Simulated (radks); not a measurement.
Spherical quantum dot in the effective-mass picture: electrons in a hard-walled sphere of radius 4.71, with a point charge +1 (a donor) at the centre, all in effective atomic units (hartree* = m*/eps^2 hartree, bohr* = eps/m* bohr), one dielectric constant everywhere. Method: non-relativistic Kohn-Sham, LDA (Slater exchange, Perdew-Wang correlation), spin-polarised, spherical densities; computed with a radial shooting solver with Libxc functionals. Levels are named by radial order and angular momentum (1s, 1p, 1d, 2s, ...), and open shells are averaged over m.

N = 24, configuration 1s2 1p6 1d10 2s(up 1, down 0) 1f(up 5, down 0). This is the lowest configuration that the search found. Occupied and some empty levels:

level,occupation,eigenvalue (hartree*),<r> (bohr*)
1s up,1,6.2547,3.147
1s down,1,6.3060,3.186
1p up,3,6.3764,3.358
1p down,3,6.4239,3.355
1d up,5,6.5715,3.457
1d down,5,6.6194,3.453
2s up,1,6.7917,1.635
1f up,5,6.8401,3.535
1f down,0,6.8887,3.533
2s down,0,6.9274,1.723
1g up,0,7.1773,3.602
1g down,0,7.2265,3.601
2p up,0,7.4314,2.344
2p down,0,7.4907,2.386
2d up,0,7.9330,2.651
2d down,0,7.9761,2.666

Energy (hartree*): total 82.0827, kinetic 20.344, external -8.0491, Hartree 78.502, exchange-correlation -8.7148.
